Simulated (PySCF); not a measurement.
A PySCF script (with the pyscf-properties extension) for the NMR shieldings of `[SiH2](CCO)O/C=C\F`, C$_{4}$H$_{9}$FO$_{2}$Si, on a GFN2-xTB geometry:

```python
import basis_set_exchange as bse
import numpy as np
from pyscf import gto, dft
from pyscf.prop import nmr

atoms = """
O    -1.879783    0.527376    1.205060
C    -2.474679   -0.026288    0.051060
C    -1.436363    0.020543   -1.053868
Si    0.218101   -0.638953   -0.395219
O     1.078898    0.743245   -0.202404
C     2.322330    0.935986    0.229898
C     3.207565    0.016549    0.583416
F     2.933264   -1.306342    0.549166
H    -2.483811    0.454707    1.950872
H    -2.765290   -1.070521    0.236867
H    -3.379653    0.537148   -0.222304
H    -1.787812   -0.570865   -1.895354
H    -1.325421    1.049168   -1.391794
H     0.097913   -1.383889    0.852654
H     0.852079   -1.480011   -1.417448
H     2.609043    1.979377    0.281826
H     4.206620    0.224800    0.926586
"""
names = dict.fromkeys(["O", "C", "Si", "F", "H"], "pcSseg-1")
basis = {el: gto.basis.parse(bse.get_basis(n, elements=[el], fmt="nwchem")) for el, n in names.items()}
mol = gto.M(atom=atoms, basis=basis, charge=0, verbose=0)
mf = dft.RKS(mol, xc="PBE0")
mf.grids.level = 2
mf.grids.alignment = dft.numint.BLKSIZE   # the property module wants whole blocks of grid points
mf.conv_tol = 1e-9
mf.kernel()

calc = nmr.RKS(mf)   # GIAO
C = mf.mo_coeff
Co = C[:, mf.mo_occ > 0]
resp = mf.gen_response(singlet=True, hermi=2)
def vind(x):   # induced exchange potential for any number of trial vectors
    d = np.einsum("pi,xij,qj->xpq", C, 2 * x.reshape(-1, C.shape[1], Co.shape[1]), Co, optimize=True)
    return np.einsum("xpq,pi,qj->xij", resp(d - d.transpose(0, 2, 1)), C, Co, optimize=True).ravel()
mo1, _ = nmr.rhf.solve_mo1(calc, with_cphf=vind)
sigma = calc.kernel(mo1)
for i, s in enumerate(sigma):   # ppm
    w = np.linalg.eigvalsh((s + s.T) / 2)
    print("%2d %-2s iso %8.1f  s11 %8.1f  s22 %8.1f  s33 %8.1f" % (i, mol.atom_pure_symbol(i), w.mean(), *w))
```

Q: What does it print?

A: 
```
 0 O  iso    299.9  s11    249.8  s22    265.9  s33    384.0
 1 C  iso    124.0  s11    101.0  s22    108.7  s33    162.3
 2 C  iso    165.1  s11    153.2  s22    162.5  s33    179.7
 3 Si iso    361.7  s11    310.3  s22    358.0  s33    416.7
 4 O  iso    250.7  s11    154.2  s22    247.0  s33    350.9
 5 C  iso     52.5  s11    -37.0  s22     83.9  s33    110.4
 6 C  iso     43.6  s11    -37.4  s22     83.8  s33     84.4
 7 F  iso    359.8  s11    283.9  s22    346.5  s33    449.2
 8 H  iso     31.1  s11     21.2  s22     26.9  s33     45.1
 9 H  iso     27.9  s11     23.3  s22     27.2  s33     33.1
10 H  iso     27.2  s11     22.3  s22     26.6  s33     32.8
11 H  iso     30.9  s11     26.6  s22     28.8  s33     37.2
12 H  iso     30.1  s11     26.6  s22     28.5  s33     35.4
13 H  iso     26.4  s11     22.7  s22     26.7  s33     29.7
14 H  iso     26.5  s11     22.5  s22     26.2  s33     30.9
15 H  iso     25.9  s11     22.6  s22     25.7  s33     29.3
16 H  iso     25.2  s11     23.0  s22     25.1  s33     27.5
```

These numbers come from an equivalent density-fitted implementation of the same equations, which agrees with the script to about 0.01 ppm for H and up to a few tenths of a ppm for heavy atoms, so last digits may differ.

Q: Turn these shieldings into chemical shifts. References, each an isolated molecule treated in the same way: $^{17}$O (σ = 336.08 ppm) vs H2O; $^{13}$C (σ = 186.93 ppm) and $^{29}$Si (σ = 349.16 ppm) and $^{1}$H (σ = 31.72 ppm) against TMS; $^{19}$F (σ = 170.95 ppm) vs CFCl3.

A: Averaging equivalent atoms: O 4: 85.4; O 0: 36.1; C 6: 143.3; C 5: 134.5; C 1: 62.9; C 2: 21.8; Si 3: -12.5; F 7: -188.9; H 16: 6.53; H 15: 5.84; H 13/14: 5.27; H 9/10: 4.16; H 11/12: 1.20; H 8: 0.63 ppm. Unscaled 19F shifts against computed CFCl3 carry errors that often reach 10 to 50 ppm. Experimental scales use liquid or dissolved standards, which lie at an offset from isolated H2O (liquid H2O: subtract about 36 ppm).

Size and cost of the density-fitted run: 188 basis functions, 32 s wall time on 1 thread of an Arm Neoverse V1, shared host; peak memory 0.83 GiB.
